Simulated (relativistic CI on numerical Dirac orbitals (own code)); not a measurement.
Calculated at this level of theory: Dirac-Coulomb-Breit CI, KLI orbitals optimised for each configuration, model QED (radiative potential, 1s self-energy scaled to tabulated hydrogen-like ionisation energies), unscaled Slater integrals (own radial code, finite nucleus).

The strongest absorption lines from the ground level of an ion, among the configurations computed and to levels below about 491 eV (vacuum wavelength in Å, gf): 25.614 (0.14), 28.830 (0.44), 37.897 (0.084), 39.154 (0.64), 39.992 (0.3), 55.391 (7.5), 69.694 (0.055), 74.526 (0.002).

**Question.** Which ion is it?
A. Tb XX
B. Tm XXIV
C. Tm XXII
D. Lu XXVI

**Answer.** B. Tm XXIV has 46 electrons and the ground level 4s²4p⁶4d¹⁰ ¹S0; the strongest line goes to 4s²4p⁶4d⁹4f ¹P°1. The pattern of lines fixes the number of electrons, and along that sequence the line energies rise steadily with the charge (about as its square where n changes within one kind of shell, about linearly where n is kept but much faster in heavy ions where fine structure, which grows about as Z⁴, sets the gap, and irregularly where shells cross), which fixes Z. Configurations outside the model, such as inner-shell arrays, can give stronger lines. At this charge energies of transitions that change n are usually good to better than 1 %, and those within a shell (Δn = 0) to a few per cent.

LS names give the leading component of a level, which can be under half, so a name can repeat, a term be missing and a line seem to break the LS rules.
